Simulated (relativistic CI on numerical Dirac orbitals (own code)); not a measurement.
Energy levels of Tl⁴²⁺

These numbers are calculated, not measured: Dirac-Coulomb-Breit CI, separate exchange-only KLI orbitals for each configuration, model QED (radiative potential, 1s self-energy scaled to tabulated hydrogen-like ionisation energies), unscaled Slater integrals (own radial code, finite nucleus).

Configuration list (outside the closed core [Ar] 3d10): 4s²4p⁶4d³, 4s²4p⁶4d²4f, 4s²4p⁵4d⁴, 4s4p⁶4d⁴, 4s4p⁶4d³4f, 4s²4p⁶4d²5s, 4s²4p⁶4d4f5s, 4s²4p⁶4d²5p, 4s²4p⁶4d²5d, 4s²4p⁵4d³5s, 4s²4p⁶4d4f², 4s²4p⁶4f³, 4s4p⁶4d4f³, 4s²4p⁶4f²5s, 4s²4p⁶4f²5p, 4s²4p⁶4d5s², 4s²4p⁶4f5s², 4s4p⁶4d4f5s², 4s²4p⁶5s²5p. Double excitations out of closed p, d and f shells are left out; levels of such configurations are missing from the list, as are those of other unlisted configurations, and high levels can miss mixing partners. These lack a partner that the ground configuration has and come out too high: 4s²4p⁶4d²5d, 4s²4p⁵4d³5s.

The lowest level is 4s²4p⁶4d³ ⁴F3/2, with 45 % of that term; Hund's rules for 4s²4p⁶4d³ give ⁴F with J = 3/2, in agreement.

```tsv
No.	Configuration	Term	J	E (cm⁻¹)	%	Next component (%)	Landé g
1	4s²4p⁶4d³	⁴F	3/2	0	45	39 ²D	0.719
2	4s²4p⁶4d³	⁴F	5/2	210404	82	16 ²D	1.056
3	4s²4p⁶4d³	⁴P	3/2	231726	39	32 ⁴F	1.181
4	4s²4p⁶4d³	²G	7/2	250093	49	33 ⁴F	1.045
5	4s²4p⁶4d³	⁴P	1/2	251276	58	42 ²P	1.827
6	4s²4p⁶4d³	²H	9/2	252900	45	42 ²G	1.042
7	4s²4p⁶4d³	²D	5/2	333742	42	35 ⁴P	1.256
8	4s²4p⁶4d³	⁴F	7/2	454594	65	32 ²G	1.119
9	4s²4p⁶4d³	⁴F	9/2	473854	51	41 ²H	1.135
10	4s²4p⁶4d³	⁴P	3/2	486390	40	38 ²D	1.115
11	4s²4p⁶4d³	²P	1/2	497735	58	42 ⁴P	1.499
12	4s²4p⁶4d³	²D	5/2	503333	38	38 ⁴P	1.287
13	4s²4p⁶4d³	²H	11/2	511971	100		1.086
14	4s²4p⁶4d³	²D	5/2	535276	43	41 ²F	1.096
15	4s²4p⁶4d³	²F	7/2	540406	79	19 ²G	1.090
16	4s²4p⁶4d³	²D	3/2	607760	77	17 ²P	0.896
17	4s²4p⁶4d³	²G	9/2	715362	50	36 ⁴F	1.161
18	4s²4p⁶4d³	²D	3/2	761765	44	40 ²P	1.129
19	4s²4p⁶4d³	²D	5/2	799293	60	23 ²F	1.165
20	4s²4p⁵4d⁴	⁴P°	3/2	1481845	21	19 ⁴D°	1.466
21	4s²4p⁵4d⁴	⁶D°	5/2	1658489	30	24 ⁴D°	1.506
22	4s²4p⁵4d⁴	⁴P°	1/2	1694299	28	25 ⁶D°	1.841
23	4s²4p⁵4d⁴	⁴D°	7/2	1695900	22	21 ⁶D°	1.313
24	4s²4p⁵4d⁴	⁴F°	9/2	1701756	30	20 ⁴G°	1.233
25	4s²4p⁵4d⁴	²D°	3/2	1704657	26	23 ⁴F°	1.279
26	4s²4p⁵4d⁴	⁴G°	11/2	1727696	33	25 ²H°	1.168
27	4s²4p⁵4d⁴	²G°	7/2	1730909	23	20 ²F°	1.075
28	4s²4p⁵4d⁴	⁴F°	5/2	1751595	26	20 ²F°	1.045
29	4s²4p⁵4d⁴	⁴D°	3/2	1760317	23	19 ⁴P°	1.452
30	4s²4p⁵4d⁴	⁴D°	5/2	1778505	25	17 ⁴F°	1.245
31	4s²4p⁵4d⁴	²G°	9/2	1794919	29	21 ⁴F°	1.140
32	4s²4p⁵4d⁴	⁴F°	7/2	1803776	26	20 ²F°	1.156
33	4s²4p⁵4d⁴	⁴G°	5/2	1814790	30	24 ²F°	0.837
34	4s²4p⁵4d⁴	⁴D°	1/2	1855106	29	22 ²P°	0.792
35	4s²4p⁵4d⁴	²D°	3/2	1857948	27	23 ⁴F°	0.802
36	4s²4p⁵4d⁴	⁶D°	7/2	1888357	29	17 ²F°	1.332
37	4s²4p⁵4d⁴	⁶D°	9/2	1891044	32	16 ⁴H°	1.259
38	4s²4p⁵4d⁴	⁶D°	3/2	1906144	23	16 ²P°	1.490
39	4s²4p⁵4d⁴	⁴D°	1/2	1912870	33	28 ⁴P°	1.424
40	4s²4p⁵4d⁴	⁴G°	11/2	1919423	28	24 ⁶F°	1.202
41	4s²4p⁵4d⁴	⁴F°	5/2	1931729	26	18 ⁶P°	1.275
42	4s²4p⁵4d⁴	⁴D°	7/2	1932485	33	16 ⁴F°	1.163
43	4s²4p⁵4d⁴	⁴D°	5/2	1940923	37	14 ⁴P°	1.292
44	4s²4p⁵4d⁴	⁴H°	13/2	1942609	46	45 ⁴I°	1.155
45	4s²4p⁵4d⁴	⁴H°	9/2	1949507	24	18 ⁴F°	1.143
46	4s²4p⁵4d⁴	⁴G°	7/2	1949929	26	25 ⁴F°	1.126
47	4s²4p⁵4d⁴	⁴P°	3/2	1951165	29	23 ⁴F°	1.324
48	4s²4p⁵4d⁴	⁴G°	11/2	1952760	30	22 ²I°	1.168
49	4s²4p⁵4d⁴	²D°	5/2	1961390	20	18 ⁴F°	1.155
50	4s²4p⁵4d⁴	⁴I°	15/2	1962015	51	49 ²K°	1.130
51	4s²4p⁵4d⁴	²H°	9/2	1962969	25	24 ²G°	1.037
52	4s²4p⁶4d²4f	⁴H°	7/2	1963380	31	24 ²G°	0.941
53	4s²4p⁶4d²4f	⁴I°	9/2	1974580	37	23 ²H°	0.930
54	4s²4p⁵4d⁴	⁴D°	7/2	1975504	16	16 ²G°	1.085
55	4s²4p⁵4d⁴	²H°	11/2	1975880	46	16 ⁴H°	1.081
56	4s²4p⁵4d⁴	²G°	9/2	1983263	27	26 ⁴G°	1.108
57	4s²4p⁵4d⁴	²F°	5/2	1989317	40	20 ⁴G°	1.008
58	4s²4p⁵4d⁴	²I°	13/2	2001581	53	32 ⁴H°	1.103
59	4s²4p⁵4d⁴	⁴D°	7/2	2003250	26	18 ⁴G°	1.181
60	4s²4p⁵4d⁴	⁴F°	3/2	2005401	34	23 ²D°	0.989
61	4s²4p⁵4d⁴	⁴G°	11/2	2029501	44	21 ⁴H°	1.165
62	4s²4p⁵4d⁴	²D°	3/2	2037899	35	16 ⁴F°	1.126
63	4s²4p⁶4d²4f	²P°	1/2	2040909	25	25 4s²4p⁵4d⁴ ⁴D°	0.862
64	4s²4p⁵4d⁴	²F°	5/2	2043286	23	18 ⁴F°	1.158
65	4s²4p⁵4d⁴	²H°	9/2	2046555	26	18 ⁴G°	1.096
66	4s²4p⁵4d⁴	⁴D°	1/2	2052639	51	19 ²P°	0.631
67	4s²4p⁵4d⁴	⁴G°	5/2	2059064	14	13 ²D°	0.982
68	4s²4p⁵4d⁴	⁴D°	3/2	2061112	23	20 ²P°	1.119
69	4s²4p⁵4d⁴	⁴D°	7/2	2065522	22	18 ⁴G°	1.085
70	4s²4p⁵4d⁴	²D°	5/2	2066638	23	21 ⁴P°	1.148
```

Energies count from the lowest computed level; ° marks odd parity.

The mean weight of the leading LS term, summed over parents, in these 70 levels is 37 %, and that of the leading jj configuration (from the same eigenvectors) 88 %, so jj coupling describes them better and the LS labels are nominal.

At this charge energies of transitions that change n are usually good to better than 1 %, and those within a shell (Δn = 0) to a few per cent.

LS names give the leading component of a level, which can be under half, so a name can repeat, a term be missing and a line seem to break the LS rules.
